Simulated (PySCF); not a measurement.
Isomers of C3H5F3O2Si.

All values: PBE0/pcSseg-1 (PySCF) at GFN2-xTB geometries, gas phase, one conformer each.

(1) Rank by the highest IAO charge on any atom, highest value first.
A. `[F:1][C:2]([F:3])([F:4])[O:5][C@H:6]1[O:7][CH2:8][SiH2:9]1` with C2–O5–C6–O7 63°, O5–C6–O7–C8 95°, C6–O7–C8–Si9 13°, O7–C8–Si9–C6 -10°, O5–C6–Si9–C8 -103°
B. `[CH2:1]=[C:2]([O:3][SiH2:4][OH:5])[C:6]([F:7])([F:8])[F:9]` with C1–C2–O3–Si4 2°, C2–O3–Si4–O5 -179°, O3–Si4–O5–H -19°
C. `[O:1]=[C:2]([CH2:3][SiH2:4][OH:5])[C:6]([F:7])([F:8])[F:9]` with O1–C2–C3–Si4 81°, C2–C3–Si4–O5 78°, C3–Si4–O5–H -57°
D. `[O:1]=[C:2]([CH2:3][C:4]([F:5])([F:6])[F:7])[O:8][SiH3:9]` with O1–C2–C3–C4 154°, O1–C2–O8–Si9 -2°

(2) Rank by the lowest IAO charge on any atom, lowest value first.
A. `[F:1][C:2]([F:3])([F:4])[O:5][C@H:6]1[O:7][CH2:8][SiH2:9]1` with C2–O5–C6–O7 63°, O5–C6–O7–C8 95°, C6–O7–C8–Si9 13°, O7–C8–Si9–C6 -10°, O5–C6–Si9–C8 -103°
B. `[O:1]=[C:2]([CH2:3][SiH2:4][OH:5])[C:6]([F:7])([F:8])[F:9]` with O1–C2–C3–Si4 81°, C2–C3–Si4–O5 78°, C3–Si4–O5–H -57°
C. `[O:1]=[C:2]([CH2:3][C:4]([F:5])([F:6])[F:7])[O:8][SiH3:9]` with O1–C2–C3–C4 154°, O1–C2–O8–Si9 -2°

(3) Rank by HOMO energy, lowest first.
A. `[O:1]=[C:2]([CH2:3][SiH2:4][OH:5])[C:6]([F:7])([F:8])[F:9]` with O1–C2–C3–Si4 81°, C2–C3–Si4–O5 78°, C3–Si4–O5–H -57°
B. `[O:1]=[C:2]([CH2:3][C:4]([F:5])([F:6])[F:7])[O:8][SiH3:9]` with O1–C2–C3–C4 154°, O1–C2–O8–Si9 -2°
C. `[CH2:1]=[C:2]([O:3][SiH2:4][OH:5])[C:6]([F:7])([F:8])[F:9]` with C1–C2–O3–Si4 2°, C2–O3–Si4–O5 -179°, O3–Si4–O5–H -19°

## Answers

(1) B (+1.236 e), C (+1.048 e), A (+0.948 e), D (+0.852 e).

(2) B (-0.786 e), C (-0.571 e), A (-0.383 e).

(3) B (-8.63 eV), A (-8.27 eV), C (-7.81 eV).

All values together:

```json
{"SMILES": "O=C(C[SiH2]O)C(F)(F)F", "μ (D)": "1.88", "HOMO (eV)": "-8.27", "LUMO (eV)": "-1.68", "lowest IAO charge (e)": "-0.786 (O)", "highest IAO charge (e)": "+1.048 (Si)", "lowest Hirshfeld charge (e)": "-0.304 (O)", "highest Hirshfeld charge (e)": "+0.425 (Si)"}
{"SMILES": "FC(F)(F)O[C@H]1OC[SiH2]1", "μ (D)": "4.48", "HOMO (eV)": "-8.29", "LUMO (eV)": "-0.68", "lowest IAO charge (e)": "-0.383 (O)", "highest IAO charge (e)": "+0.948 (C)", "lowest Hirshfeld charge (e)": "-0.152 (O)", "highest Hirshfeld charge (e)": "+0.368 (Si)"}
{"SMILES": "O=C(CC(F)(F)F)O[SiH3]", "μ (D)": "1.37", "HOMO (eV)": "-8.63", "LUMO (eV)": "-0.36", "lowest IAO charge (e)": "-0.571 (O)", "highest IAO charge (e)": "+0.852 (Si)", "lowest Hirshfeld charge (e)": "-0.252 (O)", "highest Hirshfeld charge (e)": "+0.404 (Si)"}
{"SMILES": "C=C(O[SiH2]O)C(F)(F)F", "μ (D)": "1.84", "HOMO (eV)": "-7.81", "LUMO (eV)": "-0.37", "lowest IAO charge (e)": "-0.792 (O)", "highest IAO charge (e)": "+1.236 (Si)", "lowest Hirshfeld charge (e)": "-0.307 (O)", "highest Hirshfeld charge (e)": "+0.473 (Si)"}
```

Conformers: `[O:1]=[C:2]([CH2:3][SiH2:4][OH:5])[C:6]([F:7])([F:8])[F:9]` with O1–C2–C3–Si4 81°, C2–C3–Si4–O5 78°, C3–Si4–O5–H -57°; `[F:1][C:2]([F:3])([F:4])[O:5][C@H:6]1[O:7][CH2:8][SiH2:9]1` with C2–O5–C6–O7 63°, O5–C6–O7–C8 95°, C6–O7–C8–Si9 13°, O7–C8–Si9–C6 -10°, O5–C6–Si9–C8 -103°; `[O:1]=[C:2]([CH2:3][C:4]([F:5])([F:6])[F:7])[O:8][SiH3:9]` with O1–C2–C3–C4 154°, O1–C2–O8–Si9 -2°; `[CH2:1]=[C:2]([O:3][SiH2:4][OH:5])[C:6]([F:7])([F:8])[F:9]` with C1–C2–O3–Si4 2°, C2–O3–Si4–O5 -179°, O3–Si4–O5–H -19°.
